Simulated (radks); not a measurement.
Excited configurations of Ag IV: one electron is placed in a higher orbital outside [Kr] 4d7. The ground configuration is [Kr] 4d8. All-electron calculation, Dirac Kohn-Sham, PBE, spin-unpolarised, spherical densities, finite nucleus; open shells fill j = l - 1/2 first; Fermi nuclear charge, rms radius 4.5454 fm. Program: a radial shooting solver on a logarithmic mesh with Libxc functionals. Excitation = E - E(ground); binding = E(ion) - E, where the ion is the core of charge +4; n* = 4/sqrt(2 binding) in atomic units, and the quantum defect is n - n*.

[
 {"outer orbital": "4f5/2", "excitation (eV)": "36.229", "binding (eV)": "15.149", "n*": "3.791", "quantum defect": "0.209", "eigenvalue (eV)": "-12.217", "<r> (bohr)": "3.609"},
 {"outer orbital": "5s1/2", "excitation (eV)": "13.220", "binding (eV)": "38.158", "n*": "2.389", "quantum defect": "2.611", "eigenvalue (eV)": "-33.382", "<r> (bohr)": "2.277"},
 {"outer orbital": "5p1/2", "excitation (eV)": "20.877", "binding (eV)": "30.500", "n*": "2.672", "quantum defect": "2.328", "eigenvalue (eV)": "-26.334", "<r> (bohr)": "2.594"},
 {"outer orbital": "5d3/2", "excitation (eV)": "31.818", "binding (eV)": "19.560", "n*": "3.336", "quantum defect": "1.664", "eigenvalue (eV)": "-16.742", "<r> (bohr)": "3.577"},
 {"outer orbital": "6s1/2", "excitation (eV)": "32.694", "binding (eV)": "18.684", "n*": "3.413", "quantum defect": "2.587", "eigenvalue (eV)": "-16.645", "<r> (bohr)": "4.496"},
 {"outer orbital": "6d3/2", "excitation (eV)": "39.652", "binding (eV)": "11.726", "n*": "4.309", "quantum defect": "1.691", "eigenvalue (eV)": "-10.314", "<r> (bohr)": "6.440"},
 {"outer orbital": "6f5/2", "excitation (eV)": "44.207", "binding (eV)": "7.171", "n*": "5.510", "quantum defect": "0.490", "eigenvalue (eV)": "-6.295", "<r> (bohr)": "9.965"},
 {"outer orbital": "7f5/2", "excitation (eV)": "46.132", "binding (eV)": "5.246", "n*": "6.442", "quantum defect": "0.558", "eigenvalue (eV)": "-4.663", "<r> (bohr)": "14.29"}
]

The Delta-SCF ionisation energy is 51.378 eV (NIST Atomic Spectra Database: 49 eV, theoretical). Self-interaction in the functional shifts the binding energies and quantum defects, so they are the method's values and not measured ones. Spin polarisation and multiplet splitting are left out, so open shells lie too high by an amount that depends on their filling.

Beside tabulated values, note that spin-unpolarised runs miss the spin-polarisation part of the exchange energy of open shells.
